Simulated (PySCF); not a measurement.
C₂H₉NSi₂, SMILES C1[SiH2]CN1[SiH3]. Heavy atoms are numbered as in [SiH3:1][N:2]1[CH2:3][SiH2:4][CH2:5]1. Hydrogens are named by the atom that carries them.

Geometry optimised at B3LYP-D3(BJ)/def2-SVP. This is a generated structure with no PubChem entry under its InChIKey; it may be hypothetical.

These are PBE/def2-TZVP (PySCF) values and carry that method's errors.

ESP charges are fitted to the potential on shells at 1.4 to 2.0 van der Waals radii. Atomic charges (e), one atom of each kind:

```json
[
 {"atom": "Si1 (SiH3)", "IAO": "0.68", "Löwdin": "0.16", "Mulliken": "0.16", "ESP fit": "0.14"},
 {"atom": "N2", "IAO": "?", "Löwdin": "-0.01", "Mulliken": "-0.11", "ESP fit": "0.03"},
 {"atom": "C3 (CH2)", "IAO": "-0.43", "Löwdin": "-0.39", "Mulliken": "-0.26", "ESP fit": "-0.32"},
 {"atom": "Si4 (SiH2)", "IAO": "0.73", "Löwdin": "0.31", "Mulliken": "0.20", "ESP fit": "0.30"},
 {"atom": "H on Si1", "IAO": "?", "Löwdin": "-0.05", "Mulliken": "-0.05", "ESP fit": "-0.06"},
 {"atom": "H on C3", "IAO": "?", "Löwdin": "0.12", "Mulliken": "0.12", "ESP fit": "0.11"},
 {"atom": "H on Si4", "IAO": "-0.11", "Löwdin": "-0.03", "Mulliken": "-0.02", "ESP fit": "-0.07"}
]
```

Complete the blanks. (The exact figures need the calculation; the answer reports its results.)


- N2, IAO: -0.49
- H on Si1, IAO: -0.15
- H on C3, IAO: 0.15

Computed Mayer and Wiberg (Löwdin basis) orders of the bonds:
```json
[
 {"bond": "Si1–N2", "Mayer": "1.18", "Wiberg": "1.37"},
 {"bond": "N2–C3", "Mayer": "0.97", "Wiberg": "1.26"},
 {"bond": "C3–Si4", "Mayer": "0.99", "Wiberg": "1.10"},
 {"bond": "N2–C5", "Mayer": "0.97", "Wiberg": "1.26"},
 {"bond": "Si4–C5", "Mayer": "0.99", "Wiberg": "1.10"}
]
```
